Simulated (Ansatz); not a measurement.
Input and output for the cluster Ag₂F.

```yaml
crystal:
  periodic: [false, false, false]
  atoms:
    - {symbol: Ag, position_ang: [-0.064520, 1.480333, 0.008271]}
    - {symbol: Ag, position_ang: [-1.027360, -1.067599, 0.012685]}
    - {symbol: F, position_ang: [1.091880, -0.412725, -0.020956]}
basis:
  gaussian: {orbitals: def2-TZVP, fitting: {mean_field: def2-universal-jkfit}}
magnetization: {spin_polarized: true, initial_magnetization: 1}
hamiltonian: {xc: {name: CAM-B3LYP}, dispersion: d3bj}
```

```sh
$ ansatz run in.yaml --threads 4 --pin off --events-out ev --progress --plain --max-ram 3916MiB
```

It prints (some lines left out):

```
Functional definition: CAM-B3LYP
587 factors; integrals over basis functions are off by at most 1.6e0 eV
587 factors; integrals over basis functions are off by at most 1.2e-6 eV
mean field evaluation 1: about -10710.4983 eV, gradient 3.9e1 eV
mean field evaluation 2: about -10699.6739 eV, gradient 7.3e1 eV
mean field evaluation 4: about -10715.2408 eV, gradient 1.5e0 eV
mean field evaluation 8: about -10715.2629 eV, gradient 1.2e-1 eV
mean field evaluation 16: about -10715.2631 eV, gradient 1.2e-4 eV
mean field -10715.26312535 eV, -393.7786567903 hartree, gradient 5.8e-5 eV, S^2 0.756783; 0 other end points of the search recorded, 0 dependent functions left out
reference -10715.26322948 eV, -393.7786606170 hartree; 24, 23 occupied and 87, 88 virtual orbitals, 587 factors
Total energy: -10715.32984650 eV, -393.7811087475 hartree
```

Run time 1.9 s (4 threads of Arm Neoverse V1 on a shared host).

In the def2 sets Ag takes a core potential; there is no spin–orbit coupling.
